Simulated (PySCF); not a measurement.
## Re⁴⁹⁺: ionisation energy

Re⁴⁹⁺ [Ar] 3d8 (3F) → Re⁵⁰⁺ [Ar] 3d7 (4F), as a difference of total energies. Computed with PySCF 2.14 in an even-tempered Gaussian basis (17 s from 11 bohr⁻², ratio 2.5; 13 p from 15 bohr⁻², ratio 2.5; 7 d from 15 bohr⁻², ratio 2.5; 4 f from 60 bohr⁻², ratio 2.7; 3 g from 89 bohr⁻², ratio 2.7), with the spin-free X2C one-electron Hamiltonian (Gaussian nucleus). Correlated levels: outer shells: [Ne] frozen; virtual orbitals above 40 to 60 times the deepest correlated orbital energy dropped. The calculations carry no spin-orbit coupling.

| method | ionisation energy (eV) |
| --- | --- |
| UHF | 4496.9 |
| LDA | 4496.8 |
| PBE | 4496.8 |
| PBE0 | 4497.4 |
| r2SCAN | 4498.9 |
| revPBE | 4496.8 |
| B2PLYP | 4497.7 |
| MP2 (outer shells) | 4498.4 |
| SCS-MP2 (outer shells) | 4498.3 |

Spin-orbit coupling is strong in these open shells (close to jj coupling). The scalar numbers leave it out and a first-order estimate fails, so it can dominate the gap to the real levels.

Breit and QED terms and the two-electron picture change are absent.

For comparison: 4468 ± 4 eV (theoretical estimate listed by NIST; NIST Atomic Spectra Database, ionization energies).
